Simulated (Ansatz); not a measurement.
Consider the ligand exchange at a Ti–O bond: `[OH][Ti]([F])([F])[F]` + `OCC(F)(F)F` → `FC(F)(F)C[O][Ti]([F])([F])[F]` + H₂O.

Gas-phase electronic energies from Ansatz, PBE0-D4/def2-TZVP geometries. CBS: MP2 limit from def2 TZ/QZ plus the TZ coupled-cluster correction, frozen cores. This one scheme is used for every species. Functionals use def2-TZVPP. For Ti outer-core shells are correlated without core-valence functions, which leaves a few kJ/mol of doubt a bond. Scalar relativity is left out up to krypton. Each species was taken in one conformer, which may not be the lowest.

Task: Is it downhill or uphill in electronic energy at CCSD(T)/CBS, and by how much? (Best estimate.)

Result: The calculation gave: Downhill: ΔE = -2.4 kcal/mol.

Task: What do these levels give: LDA (SPW92), B97M-V, revPBE, r2SCANh, RPA@PBE/def2-TZVPP, CCSD(T)/def2-TZVPP? (Estimate.)

Result: The calculation gave: LDA (SPW92) -0.9, B97M-V -1.3, revPBE 0.0, r2SCANh -0.6, RPA@PBE/def2-TZVPP -2.0, CCSD(T)/def2-TZVPP -2.1 kcal/mol.

Largest T1 diagnostic among the species: 0.023, so the coupled-cluster value is less sure than usual.

The D4 term adds −1.9 kcal/mol with B3LYP and −1.2 kcal/mol with PBE0; it sums over pairs of atoms, weighted by their polarisabilities, and B3LYP, whose exchange is more repulsive, gets the larger term. Leaving LDA and LC-ωPBE aside and taking each functional with its dispersion term where it has one, the values, not all of them listed here, spread over 1.7 kcal/mol, from BLYP-D4 to ωB97M-V.

B3LYP here is the variant with VWN-RPA as its local correlation; programs differ in this.
